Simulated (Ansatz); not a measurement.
**Four-centre ligand exchange**

Start structure (SiNH5ClF, singlet), relaxed at PBE0-D4/def2-TZVP:

```csv
atom,x (Å),y (Å),z (Å)
Si1,0.4457,-0.7631,0.5863
F2,1.5121,0.0063,-0.3623
H3,0.8221,-2.1905,0.5225
H4,0.6097,-0.1438,1.9172
N5,-1.1569,-0.5926,0.0753
H6,0.8551,1.7612,-1.0521
Cl7,0.1010,2.7950,-1.1930
H8,-1.5369,-1.1517,-0.6705
H9,-1.6517,0.2791,0.1767
```

The step: SiNH₄F ([NH2][SiH2][F]) + HCl → SiNH₄Cl ([NH2][SiH2][Cl]) + HF; bonds formed: Si1–Cl7, F2–H6; bonds broken: Si1–F2, H6–Cl7. Computed with Ansatz 0.2.0 (basis: def2-TZVPP and def2-QZVPP); correlated methods freeze the cores. Extrapolation: Hartree–Fock as exp(−7.88 √X), correlation as X^−2.97. Energies below are by CCSD(T) at an estimated basis limit (MP2 extrapolated from triple and quadruple zeta, plus CCSD(T) − MP2 in triple zeta).

(1) What are the electronic barrier and the energy of the step, from the start structure to the end structure? (An estimate is asked for; the value comes from the calculation.)

T1 diagnostic: at most 0.012.

Results:

(1) The calculation gives: Barrier 1.579 eV; step energy 0.437 eV (uphill); reverse barrier, their difference, 1.143 eV. Barrier and step energy count from the start structure, the reverse barrier from the end structure.

The saddle point: One imaginary mode of 255i cm⁻¹.
```tsv
pair	start (Å)	saddle (Å)	end (Å)
Si1–Cl7	3.99	2.39	2.10
F2–H6	2.00	1.01	0.93
Si1–F2	1.62	2.01	3.54
H6–Cl7	1.29	1.75	2.21
```

Zero-point energy (harmonic, PBE0-D4): ZPE is 1.492 eV at the start and 1.538 eV at the saddle, so the barrier goes from 1.579 to 1.626 eV.

Labels in which every atom is bracketed show which atoms are joined, not bond orders.

For scale, one of the runs: CCSD(T)/def2-TZVPP, 216 basis functions, launched by `ansatz run in.yaml --threads 4 --pin off --events-out ev --progress --plain --max-ram 9574MiB`. Time: 56 s of wall clock on 4 CPU threads of an Arm Neoverse V1; the host was shared. Peak host memory: 3.1 GiB.
